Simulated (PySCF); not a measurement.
FNa, SMILES [F][Na] (connectivity only; charge and spin as stated), charge +1, multiplicity 2.

Coordinates come from a PBE0-D3(BJ)/def2-TZVPD optimisation. The multiplicity is an assumed one; other spin states were not compared.

The numbers are results of C-PCM-ωB97X/def2-TZVPD in PySCF, not measurements.

The values are the electrostatic part of the solvation free energy, E(continuum) − E(gas) at the gas-phase geometry, in a cavity of scaled van der Waals radii (PySCF's table); cavitation and dispersion terms are not included. A continuum can't describe solvent molecules that bind to the metal.

```json
[
 {"solvent": "water", "ε": "78.36", "ΔG(elec) (kcal/mol)": "-59.1"},
 {"solvent": "chloroform", "ε": "4.71", "ΔG(elec) (kcal/mol)": "-47.1"},
 {"solvent": "methanol", "ε": "32.61", "ΔG(elec) (kcal/mol)": "-58.0"}
]
```
